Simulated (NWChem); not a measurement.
System: BCl₂ cation

Parts of the log:

```
             Northwest Computational Chemistry Package (NWChem) 7.3.0
             --------------------------------------------------------

 ORDER OF PRIMARY AXIS IS BEING SET TO 4
 D4H symmetry detected

                             Geometry "geometry" -> ""
                             -------------------------

 Output coordinates in angstroms (scale by  1.889725989 to convert to a.u.)

  No.       Tag          Charge          X              Y              Z
 ---- ---------------- ---------- -------------- -------------- --------------
    1 Cl                  17.0000     0.00000000     0.00000000    -1.61762447
    2 B                    5.0000     0.00000000     0.00000000     0.00000000
    3 Cl                  17.0000     0.00000000     0.00000000     1.61762447

 Effective nuclear repulsion energy (a.u.)     102.8831151459

      Symmetry information
      --------------------

 Group name             D4h
 Group number             28
 Group order              16
 No. of unique centers     2

                                 NWChem DFT Module
                                 -----------------

 Summary of "ao basis" -> "ao basis" (spherical)
 ------------------------------------------------------------------------------
       Tag                 Description            Shells   Functions and Types
 ---------------- ------------------------------  ------  ---------------------
 Cl                       aug-cc-pvtz               16       50   6s5p3d2f
 B                        aug-cc-pvtz               14       46   5s4p3d2f

      Symmetry analysis of basis
      --------------------------

        a1g        24
        a1u         0
        a2g         0
        a2u        22
        b1g         8
        b1u         7
        b2g         8
        b2u         7
        eg         30
        eu         40

            General Information
            -------------------
          SCF calculation type: DFT
          Wavefunction type:  closed shell.
          No. of atoms     :     3
          No. of electrons :    38
           Alpha electrons :    19
            Beta electrons :    19
          Charge           :     1
          Spin multiplicity:     1
          Use of symmetry is: on ; symmetry adaption is: on
          Maximum number of iterations: 150
          AO basis - number of functions:   146
                     number of shells:    46
          Convergence on energy requested:  1.00D-06
          Convergence on density requested:  1.00D-05
          Convergence on gradient requested:  5.00D-04

              XC Information
              --------------
                  TPSS metaGGA Exchange Functional  1.000
             TPSS03 metaGGA Correlation Functional  1.000

             Grid Information
             ----------------
          Grid used for XC integration:  medium
          Radial quadrature: Mura-Knowles
          Angular quadrature: Lebedev.
          Tag              B.-S. Rad. Rad. Pts. Rad. Cut. Ang. Pts.
          ---              ---------- --------- --------- ---------
          Cl                  1.00       88          13.0       590
          B                   0.85       49          12.0       434
          Grid pruning is: on
          Number of quadrature shells:   137
          Spatial weights used:  Erf1

      Superposition of Atomic Density Guess
      -------------------------------------

 Sum of atomic energies:        -943.50772246

 Renormalizing density from      39.00 to     38

      Non-variational initial energy
      ------------------------------

 Total energy =    -929.136091
 1-e energy   =   -1468.183142
 2-e energy   =     436.163936
 HOMO         =      -0.830556
 LUMO         =      -0.283028

      Symmetry analysis of molecular orbitals - initial
      -------------------------------------------------

 !! scf_movecs_sym_adapt:   30 vectors were symmetry contaminated

  Symmetry fudging

 !! scf_movecs_sym_adapt:   28 vectors were symmetry contaminated

  Numbering of irreducible representations:

     1 a1g         2 a1u         3 a2g         4 a2u         5 b1g
     6 b1u         7 b2g         8 b2u         9 eg         10 eu

  Orbital symmetries:

     1 a1g         2 a2u         3 a1g         4 a2u         5 a1g
     6 a2u         7 eu          8 eu          9 eg         10 eg
    11 a1g        12 a1g        13 a2u        14 a1g        15 a2u
    16 eu         17 eu         18 eg         19 eg         20 a1g
    21 eu         22 eu         23 a1g        24 a2u        25 eu
    26 eu         27 a1g        28 eg         29 eg

     ---------------------------------------------
      Total Density - Mulliken Population Analysis
     ---------------------------------------------

    Atom       Charge   Shell Charges
 -----------   ------   -------------------------------------------------------
    1 Cl  17    16.85   2.00  1.93  1.21  0.21  0.55 -0.02  5.92  2.89  1.27  0.88 -0.02  0.01  0.02 -0.01  0.00 -0.00
    2 B    5     4.30   1.97  0.72  0.16  0.24  0.00  0.32  0.64  0.09  0.01  0.05  0.07 -0.06  0.04  0.05
    3 Cl  17    16.85   2.00  1.93  1.21  0.21  0.55 -0.02  5.92  2.89  1.27  0.88 -0.02  0.01  0.02 -0.01  0.00 -0.00

   convergence    iter        energy       DeltaE   RMS-Dens  Diis-err
 ---------------- ----- ----------------- --------- --------- ---------
 d= 0,ls=0.0,diis     1   -944.8950649611 -1.05D+03  9.99D-03  3.29D+00
 d= 0,ls=0.0,diis     2   -944.3494033905  5.46D-01  8.39D-03  5.98D+00
 d= 0,ls=0.0,diis     3   -944.9594319481 -6.10D-01  2.90D-03  7.43D-01
 d= 0,ls=0.0,diis     4   -945.0756702961 -1.16D-01  4.55D-04  2.12D-02
 d= 0,ls=0.0,diis     5   -945.0783638256 -2.69D-03  1.12D-04  1.19D-03
  Resetting Diis
 d= 0,ls=0.0,diis     6   -945.0784989934 -1.35D-04  1.60D-05  2.48D-05
 d= 0,ls=0.0,diis     7   -945.0785027084 -3.72D-06  5.88D-06  6.32D-07
 d= 0,ls=0.0,diis     8   -945.0785025769  1.32D-07  3.94D-06  1.60D-06

         Total DFT energy =     -945.078502576885
      One electron energy =    -1497.220777402605
           Coulomb energy =      509.559630500740
    Exchange-Corr. energy =      -60.300470820893
 Nuclear repulsion energy =      102.883115145873

 Numeric. integr. density =       37.999999276151

                  Occupations of the irreducible representations
                  ----------------------------------------------

                     irrep           alpha         beta
                     --------     --------     --------
                     a1g               6.0          6.0
                     a1u               0.0          0.0
                     a2g               0.0          0.0
                     a2u               5.0          5.0
                     b1g               0.0          0.0
                     b1u               0.0          0.0
                     b2g               0.0          0.0
                     b2u               0.0          0.0
                     eg                4.0          4.0
                     eu                4.0          4.0

                       DFT Final Molecular Orbital Analysis
                       ------------------------------------

 Vector   17  Occ=2.000000D+00  E=-6.270442D-01  Symmetry=eu
              MO Center= -1.3D-16, -2.8D-16, -7.8D-15, r^2= 2.8D+00
   Bfn.  Coefficient  Atom+Function         Bfn.  Coefficient  Atom+Function
  ----- ------------  ---------------      ----- ------------  ---------------
    10      0.245808  1 Cl px               106      0.245808  3 Cl px
    11      0.240847  1 Cl py               107      0.240847  3 Cl py
    59      0.166248  2 B  px                60      0.162893  2 B  py
    13      0.121185  1 Cl px               109      0.121185  3 Cl px
    14      0.118740  1 Cl py               110      0.118740  3 Cl py

 Vector   18  Occ=2.000000D+00  E=-5.795673D-01  Symmetry=eg
              MO Center=  1.7D-16, -1.0D-16, -1.6D-14, r^2= 3.5D+00
   Bfn.  Coefficient  Atom+Function         Bfn.  Coefficient  Atom+Function
  ----- ------------  ---------------      ----- ------------  ---------------
    10      0.369397  1 Cl px               106     -0.369397  3 Cl px
    11     -0.195366  1 Cl py               107      0.195366  3 Cl py
    13      0.174745  1 Cl px                16      0.174731  1 Cl px
   109     -0.174745  3 Cl px               112     -0.174731  3 Cl px
    14     -0.092419  1 Cl py                17     -0.092411  1 Cl py

 Vector   19  Occ=2.000000D+00  E=-5.795673D-01  Symmetry=eg
              MO Center= -4.5D-17,  2.4D-16,  6.5D-15, r^2= 3.5D+00
   Bfn.  Coefficient  Atom+Function         Bfn.  Coefficient  Atom+Function
  ----- ------------  ---------------      ----- ------------  ---------------
    11      0.369397  1 Cl py               107     -0.369397  3 Cl py
    10      0.195366  1 Cl px               106     -0.195366  3 Cl px
    14      0.174745  1 Cl py                17      0.174731  1 Cl py
   110     -0.174745  3 Cl py               113     -0.174731  3 Cl py
    13      0.092419  1 Cl px                16      0.092411  1 Cl px

 Vector   20  Occ=0.000000D+00  E=-3.359569D-01  Symmetry=eu
              MO Center=  4.2D-16, -7.2D-16,  1.1D-14, r^2= 2.6D+00
   Bfn.  Coefficient  Atom+Function         Bfn.  Coefficient  Atom+Function
  ----- ------------  ---------------      ----- ------------  ---------------
    59      0.356581  2 B  px                60     -0.348622  2 B  py
    56      0.244050  2 B  px                57     -0.238603  2 B  py
    62      0.201172  2 B  px                63     -0.196682  2 B  py
    10     -0.185744  1 Cl px               106     -0.185744  3 Cl px
    11      0.181599  1 Cl py               107      0.181599  3 Cl py

[...]
```

Level: TPSS/aug-cc-pVTZ. Geometry: optimised at PBE0/def2-SVP.

Task: Reconstruct the input file.

Result: One answer among several that fit: the input that was run:
```
start job
memory heap 200 mb stack 900 mb global 1100 mb
charge 1
geometry units angstroms noautoz
  Cl    -1.617337    -0.022936     0.020057
  B      0.000000    -0.000000     0.000000
  Cl     1.617338     0.022936    -0.020057
end
basis spherical
  Cl library aug-cc-pvtz
  B library aug-cc-pvtz
end
dft
  xc xtpss03 ctpss03
  iterations 150
  mulliken
end
task dft energy
```
